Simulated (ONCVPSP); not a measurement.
**Before and after: ONCV potential for strontium (Sr)**

ONCVPSP 4.0.1 input, shortened (lines: element, Z, core and valence counts, functional; n l f; lmax; l rc ep ncon nbas qcut; lloc lpopt rc5 dvloc0; l nproj debl; icmod fcfact rcfact), PBEsol, scalar-relativistic:

```
  Sr 38.00    7    2  -116133      upf
    1    0    2.00
    2    0    2.00
    2    1    6.00
    3    0    2.00
    3    1    6.00
    3    2   10.00
    4    0    2.00
    4    1    6.00
    5    0    1.00
    2
    0    3.45    0.00    4    8    1.90
    1    1.75    0.00    3    6    5.30
    2    2.85    0.18    4    7    3.80
    4    4    1.20    0.00
    0    3    2.10
    1    2    2.10
    2    2    2.40
    3    2.00    1.05
```

In the d channel the program set the typed energies aside and used -0.250, 2.150 Ha.

All-electron outer shells of the reference configuration (PBEsol, scalar-relativistic, ld1.x):

```tsv
shell	level (eV)	outermost node (bohr)	outermost maximum (bohr)
4p	-29.11	0.61	1.33
5s	-8.34	1.64	3.45
```

Change: core correction Teter function, fcfact 2, rcfact 1.42.

Cutoffs: the cutoffs (Ha) at which the residual kinetic energy of the hardest occupied pseudo-wave falls to 1 and 0.1 mHa per electron; they do not see the model core or the augmentation charge, which bear on the density cutoff. Errors are all-electron minus pseudo energies relative to the spin-unpolarised reference configuration.

How do hardness, ghosts and transferability respond?

The potential gets neither clearly harder nor softer (7.4 Ha and 15 Ha → 7.4 Ha and 15 Ha); the errors of the 4 common tests hardly move; neither file shows a bound ghost. A model core, the more so a compact one, raises the density cutoff, which this test does not measure.

```tsv
quantity	base	changed
cutoff, loose	7.4 Ha	7.4 Ha
cutoff, tight	15 Ha	15 Ha
bound ghosts	none	none
GHOST(+) flags under 300 eV	s at 13.1 eV, s at 159.5 eV	s at 13.1 eV, s at 159.5 eV
error for 4p6 5s2, meV [ΔE -5.90 eV]	+3.2	+3.1
error for 4p6 5s0, meV [ΔE 10.90 eV]	+19	+19
error for 4p6 5s1.5, meV [ΔE -3.55 eV]	+1.3	+1.3
error for 4p5 5s2, meV [ΔE 22.40 eV]	-209	-221
s: phases at 3.50 bohr within 0.05 rad from the reference energy up to (Ha; the scan ends near 5)	0.4	0.4
p: phases at 1.78 bohr within 0.05 rad from the reference energy up to (Ha; the scan ends near 5)	3.3	3.3
d: phases at 2.89 bohr within 0.05 rad from the reference energy up to (Ha; the scan ends near 5)	0.9	0.9
rms error of d²Exc/dni dnj with the model core, mHa	3.77	2.33
```

Base: The cutoffs count occupied waves only; projector 2 of the d channel, the hardest unoccupied one, needs 24 Ha at the loose tolerance. Changed file: The cutoffs count occupied waves only; projector 2 of the d channel, the hardest unoccupied one, needs 24 Ha at the loose tolerance.
